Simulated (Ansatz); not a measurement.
Q: Name a neutral molecule of C, In, O, S and H with LUMO energy (B3LYP/def2-TZVPP) between -1.25 and -0.95 eV and HOMO–LUMO gap (PBE0/def2-TZVPP) between 5.35 and 5.65 eV (Ansatz, PBE0-D4/def2-TZVP geometry).

A: `CS[CH](O)[InH2]` (-1.20 eV, 5.38 eV). Other molecules can fit too; these were computed, each in one conformer that needn't be the lowest.

B3LYP here is the variant with VWN-RPA as its local correlation; programs differ in this.
